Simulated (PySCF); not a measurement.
**Working out the ionisation energy of Br**

Br [Ar] 3d10 4s2 4p5 (2P) → Br+ [Ar] 3d10 4s2 4p4 (3P). Calculation: PySCF 2.14, in x2c-TZVPall (6s5p4d1f, 48 functions); the spin-free X2C one-electron Hamiltonian (Gaussian nucleus). Frozen: [Ar] 3d10. Energies in hartree (1 hartree = 27.21139 eV):

```json
{"part": "UHF", "Br (lower)": "-2604.414876", "Br+ (upper)": "-2604.020861"}
{"part": "CCSD correlation", "Br (lower)": "-0.153221", "Br+ (upper)": "-0.123116"}
{"part": "(T)", "Br (lower)": "-0.004489", "Br+ (upper)": "-0.003229"}
```

What does Hartree-Fock give?

(-2604.020861) − (-2604.414876) = 0.394015 hartree = 10.722 eV.

What do CCSD and CCSD(T) give?

The CCSD correlation energies differ by 0.030105 hartree = 0.819 eV and the triples by 0.001260 hartree = 0.034 eV, so CCSD gives 11.541 eV and CCSD(T) 11.575 eV.

Measured between the centres of the two terms (NIST): 11.844 eV, so CCSD(T) (valence) is off by -0.269 eV.

What remains against the reference includes basis incompleteness, the frozen core and higher excitations.
